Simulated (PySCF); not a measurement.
SMILES F[Si](F)(F)N[SiH](Cl)Cl (B3LYP/def2-SVP optimised geometry):

```
10

Si    -0.077    -1.881     0.000
F     -0.585    -2.698     1.281
F      1.526    -1.881     0.000
F     -0.600    -2.701    -1.272
N     -0.587    -0.257     0.000
Si     0.396     1.177     0.006
Cl     1.017     1.683    -1.900
Cl    -0.792     2.701     0.736
H     -1.589    -0.089    -0.086
H      1.589     0.995     0.849
```

Calculation: PySCF 2.14.0 with B3LYP/def2-TZVP.

Question: What are the frontier orbital energies and the dipole moment?

Answer: HOMO-2 -9.42 eV, HOMO-1 -9.32 eV, HOMO -8.83 eV, LUMO -0.35 eV, LUMO+1 -0.32 eV; dipole moment 1.32 D.

On the same geometry PBE/def2-TZVP run with PySCF gives HOMO-2 -8.26 eV, HOMO-1 -8.18 eV, HOMO -7.63 eV, LUMO -1.10 eV, LUMO+1 -0.96 eV; dipole moment 1.29 D.

Meta-Löwdin charges at B3LYP/def2-TZVP: Si1 1.72, F2 -0.49, F3 -0.49, F4 -0.49, N5 -0.83, Si6 0.96, Cl7 -0.29, Cl8 -0.28, H9 0.27, H10 -0.09.
